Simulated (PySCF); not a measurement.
Kr: excitation energy

Kr [Kr] (1S) → Kr [Ar] 3d10 4s1 4p6 5p1 (3P), as a difference of total energies. Computed with PySCF 2.14 in aug-cc-pV5Z-PP with ECP10MDF (8s7p6d4f3g2h, 136 functions), with scalar relativity through the core potential. Correlated levels: valence: 3s2 3p6 3d10 frozen. The calculations carry no spin-orbit coupling.

```
           method  excitation energy (eV)
              UHF                  28.619
              LDA                  26.001
              PBE                  25.680
             PBE0                  26.656
           r2SCAN                  26.668
        BHandHLYP                  27.608
            B97-3                  26.758
            B3LYP                  26.524
    MP2 (valence)                  27.480
SCS-MP2 (valence)                  27.235
```

How much does correlation contribute at MP2 (valence)?

27.480 − (28.619) = -1.139 eV, measured against UHF.

The upper state lies above the first ionisation limit, where it may autoionise and the basis confines it. A Rydberg-like electron needs more diffuse functions than a valence basis has.

The promoted electron is Rydberg-like, and one or two diffuse shells describe it only roughly, which tends to raise the upper state.
